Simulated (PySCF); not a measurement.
Si(F)2(Me)2 (C₂H₆F₂Si), SMILES F[Si](C)(F)C. Atoms are numbered in the order given.

```xyz
11

C      1.5741     0.0000     0.9668
Si     0.0000     0.0000    -0.0265
C     -1.5741     0.0000     0.9668
F      0.0000     1.3055    -1.0162
F      0.0000    -1.3055    -1.0162
H      1.6315    -0.8975     1.6154
H      2.4595     0.0000     0.3001
H      1.6315     0.8975     1.6154
H     -2.4595     0.0000     0.3001
H     -1.6315    -0.8975     1.6154
H     -1.6315     0.8975     1.6154
```
Charge 0, spin multiplicity 1.

Geometry: PBE-D3(BJ)/def2-SVP.

All values below come from PBE-D3(BJ)/def2-SVP in PySCF.

Frequencies are harmonic and unscaled.

| mode | ν (cm⁻¹) | IR (km/mol) | moving atoms (share of kinetic energy) |
|---|---|---|---|
| 1 | 123 | 0.0 | H 99 % |
| 2 | 138 | 0.0 | H 97 % |
| 3 | 184 | 0.6 | C 44 %, H 34 %, F 19 % |
| 4 | 195 | 0.0 | F 56 %, C 24 %, H 20 % |
| 5 | 235 | 1.1 | F 32 %, H 31 %, Si 20 %, C 18 % |
| 6 | 301 | 31.8 | F 38 %, C 22 %, Si 21 %, H 19 % |
| 7 | 307 | 16.7 | F 69 %, Si 18 % |
| 8 | 623 | 0.0 | C 58 %, F 20 %, H 19 % |
| 9 | 673 | 0.9 | H 64 %, C 31 % |
| 10 | 719 | 0.0 | H 77 %, C 22 % |
| 11 | 763 | 2.1 | H 58 %, F 22 %, C 20 % |
| 12 | 777 | 0.6 | H 52 %, F 25 %, C 20 % |
| 13 | 803 | 178.5 | Si 45 %, H 29 %, C 25 % |
| 14 | 890 | 180.9 | Si 43 %, F 28 %, H 20 %, C 9 % |
| 15 | 935 | 181.6 | Si 50 %, F 36 %, H 10 % |
| 16 | 1229 | 56.8 | H 75 %, C 24 % |
| 17 | 1230 | 31.5 | H 78 %, C 22 % |
| 18 | 1372 | 0.0 | H 96 % |
| 19 | 1375 | 0.9 | H 96 % |
| 20 | 1383 | 3.1 | H 96 % |
| 21 | 1385 | 10.7 | H 96 % |
| 22 | 2982 | 0.0 | H 97 % |
| 23 | 2983 | 0.3 | H 97 % |
| 24 | 3081 | 0.0 | H 91 %, C 9 % |
| 25 | 3083 | 3.6 | H 91 %, C 9 % |
| 26 | 3087 | 1.5 | H 91 %, C 9 % |
| 27 | 3087 | 0.5 | H 91 %, C 9 % |
